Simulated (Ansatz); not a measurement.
`CC(C)=C[SiH3]`, relaxed with RKS PBE-D4/def2-SVP in Ansatz from a rough embedded geometry. The force threshold is 0.03 eV/Å; the program also tests the step.

Total charge 0; spin multiplicity 1.

Start:

```xyz
15

C     0.077    0.623   -1.420
C     0.363   -0.287   -0.312
C     1.356   -1.317   -0.699
C    -0.130   -0.298    0.994
Si   -1.359    0.909    1.699
H    -0.414    0.093   -2.272
H    -0.704    1.397   -1.137
H     0.918    1.148   -1.740
H     0.969   -1.997   -1.531
H     1.599   -2.038    0.133
H     2.301   -0.890   -1.028
H     0.180   -1.015    1.668
H    -1.638    0.555    3.089
H    -0.879    2.291    1.610
H    -2.640    0.825    0.945
```

```json
{"step": "1", "energy (eV)": "-12172.1821", "largest force (eV/Å)": "4.225", "largest move (Å)": "0.000"}
{"step": "2", "energy (eV)": "-12172.6158", "largest force (eV/Å)": "1.156", "largest move (Å)": "0.098"}
{"step": "3", "energy (eV)": "-12172.6588", "largest force (eV/Å)": "0.084", "largest move (Å)": "0.042"}
{"step": "4", "energy (eV)": "-12172.6592", "largest force (eV/Å)": "0.072", "largest move (Å)": "0.024"}
{"step": "5", "energy (eV)": "-12172.6599", "largest force (eV/Å)": "0.008", "largest move (Å)": "0.010"}
```

End:

```xyz
15

C     0.000    0.641   -1.351
C     0.389   -0.345   -0.279
C     1.393   -1.386   -0.707
C    -0.120   -0.309    0.979
Si   -1.375    0.925    1.633
H    -0.437    0.117   -2.229
H    -0.735    1.393   -1.003
H     0.892    1.186   -1.729
H     1.001   -1.986   -1.558
H     1.652   -2.079    0.116
H     2.328   -0.909   -1.073
H     0.234   -1.081    1.687
H    -1.665    0.607    3.076
H    -0.878    2.347    1.561
H    -2.680    0.877    0.876
```

Run time 7 s (4 threads of an Arm Neoverse V2 on a shared host); peak host memory 0.17 GiB.
